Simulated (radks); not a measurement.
The numbers below are computed, except where a source is named.
Hg+, configuration [Xe] 4f14 5d10 6d1 (not the ground configuration). Code: a radial shooting solver on a logarithmic mesh with Libxc functionals. Model: scalar-relativistic Kohn-Sham, r2SCAN, spin-unpolarised, spherical densities, finite nucleus; meta-GGA in the generalised Kohn-Sham scheme; Fermi nuclear charge, rms radius 5.4648 fm.

Normalised radial functions P(r) = r R(r), r in bohr:

r,5d
0.001211,0.0000
0.001988,0.0001
0.003239,0.0002
0.005318,0.0008
0.008664,0.0028
0.01423,0.0101
0.02336,0.0334
0.03806,0.0941
0.0625,0.2119
0.1018,0.3044
0.1672,0.1136
0.2724,-0.3558
0.4473,-0.2961
0.7345,0.5256
1.197,0.9235
1.965,0.5692
3.201,0.1593
5.256,0.0152
8.563,0.0003
14.06,0.0000

5d: eigenvalue -24.034 eV, 2 radial nodes at r = 0.190, 0.547 bohr, <r> = 1.44 bohr, 90 % of the charge inside 2.20 bohr.
